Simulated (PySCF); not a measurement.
trans-ethylamine (C2H7N), singlet, at a GFN2-xTB geometry. Base run: B3LYP/STO-3G (PySCF).

Input for PySCF:
```python
from pyscf import gto, scf, dft

mol = gto.M(
    atom='''
C     1.213476   -0.334892   -0.000539
C    -0.015114    0.579597   -0.000651
N    -1.290446   -0.114699    0.001112
H     2.125830    0.255879   -0.001908
H     1.214788   -0.970561    0.883829
H     1.213446   -0.972580   -0.883454
H     0.006256    1.221171   -0.885941
H     0.007600    1.223192    0.883138
H    -1.361863   -0.710282    0.820130
H    -1.363106   -0.712151   -0.816435
''',
    basis='sto-3g',
    charge=0,
    spin=0,
    verbose=3,
)

mf = dft.RKS(mol)
mf.xc = 'b3lyp'
mf.kernel()
```

The base run was repeated with changes; each row names its change, and settings that it needs were set with it.

| change | ΔE vs base (µEh) | grid points | electrons on the grid |
|---|---|---|---|
| base | 0.0 | 110800 | 26.00000 |
| grids.becke_scheme = stratmann | -2.5 | 110800 | 26.00001 |
| grids.atom_grid = (75, 302) | 0.1 | 146008 | 26.00000 |
| grids.atom_grid = (50, 194) | 7.4 | 66136 | 26.00000 |
| grids.atom_grid = (150, 974) | 0.4 | 814800 | 26.00000 |
| grids.level = 0 | -6038 | 7576 | 26.00246 |
| grids.level = 1 | 16.2 | 32784 | 25.99998 |
| grids.prune = off | 0.1 | 173656 | 26.00000 |
| grids.atom_grid = (30, 110) | 32.0 | 24648 | 25.99968 |
| small_rho_cutoff = 0 | 0.0 | 110800 | 26.00000 |
| grids.level = 7 | 0.4 | 609096 | 26.00000 |
